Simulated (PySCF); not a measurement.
**`C#C[C@@H]1C=C[C@H](C#N)[SiH2]1`, C7H7NSi**

Molfile (atoms numbered from 1):
```
C7H7NSi
     RDKit          3D

 16 16  0  0  0  0  0  0  0  0999 V2000
    2.8170   -0.3761   -1.3158 C   0  0  0  0  0  0  0  0  0  0  0  0
    2.0793   -0.1366   -0.4040 C   0  0  0  0  0  0  0  0  0  0  0  0
    1.1573    0.1164    0.6806 C   0  0  2  0  0  0  0  0  0  0  0  0
    0.3595   -1.1245    0.9930 C   0  0  0  0  0  0  0  0  0  0  0  0
   -0.9594   -1.0707    0.9642 C   0  0  0  0  0  0  0  0  0  0  0  0
   -1.6291    0.2365    0.6199 C   0  0  2  0  0  0  0  0  0  0  0  0
   -2.4889    0.0784   -0.5127 C   0  0  0  0  0  0  0  0  0  0  0  0
   -3.1577   -0.0447   -1.4336 N   0  0  0  0  0  0  0  0  0  0  0  0
   -0.1682    1.4464    0.2605 Si  0  0  0  0  0  4  0  0  0  0  0  0
    3.4778   -0.5758   -2.1053 H   0  0  0  0  0  0  0  0  0  0  0  0
    1.7499    0.3946    1.5606 H   0  0  0  0  0  0  0  0  0  0  0  0
    0.9013   -2.0287    1.2285 H   0  0  0  0  0  0  0  0  0  0  0  0
   -1.5881   -1.9235    1.1749 H   0  0  0  0  0  0  0  0  0  0  0  0
   -2.2516    0.5733    1.4561 H   0  0  0  0  0  0  0  0  0  0  0  0
   -0.1326    1.8880   -1.1286 H   0  0  0  0  0  0  0  0  0  0  0  0
   -0.1740    2.5559    1.2178 H   0  0  0  0  0  0  0  0  0  0  0  0
  1  2  3  0
  2  3  1  0
  3  4  1  0
  4  5  2  0
  5  6  1  0
  6  7  1  0
  7  8  3  0
  6  9  1  0
  9  3  1  0
  1 10  1  0
  3 11  1  1
  4 12  1  0
  5 13  1  0
  6 14  1  1
  9 15  1  0
  9 16  1  0
M  END
```

Method used: PySCF, GIAO HF/pcSseg-1 magnetisability, rotational g tensor and spin-rotation constants, non-relativistic, gas phase. Geometry: GFN2-xTB.

Problem. Give the nuclear spin-rotation constants along the inertial axes (H = +C I·J) beside the isotropic shieldings.

Solution. Rotational constants 2.3929, 0.9378, 0.9149 GHz. A star marks the isotopologue with that one atom substituted, in its own axes.
```csv
atom,isotope,Caa (kHz),Cbb (kHz),Ccc (kHz),mean (kHz),σ (ppm)
N8,14N,0.364,0.183,0.117,0.221,-33.5
H10,1H,-0.156,-0.093,-0.046,-0.098,30.0
H11,1H,-0.161,-0.091,-0.029,-0.093,29.7
H12,1H,-0.138,0.019,-0.080,-0.066,25.9
H13,1H,-0.152,0.018,-0.079,-0.071,26.2
H14,1H,-0.157,-0.096,-0.033,-0.095,29.9
H15,1H,-0.240,0.010,-0.057,-0.096,27.7
H16,1H,-0.236,-0.084,0.034,-0.095,27.7
C1,13C*,0.485,0.250,0.184,0.306,113.5
C2,13C*,0.527,0.288,0.161,0.326,107.2
C3,13C*,0.314,0.106,0.115,0.178,180.0
C4,13C*,0.700,0.426,0.204,0.443,48.7
C5,13C*,0.646,0.410,0.196,0.418,59.2
C6,13C*,0.300,0.100,0.111,0.170,183.6
C7,13C*,0.713,0.355,0.205,0.424,63.7
Si9,29Si*,-1.261,-0.532,-0.559,-0.784,401.8
```
For the geometry as given, no vibrational averaging.
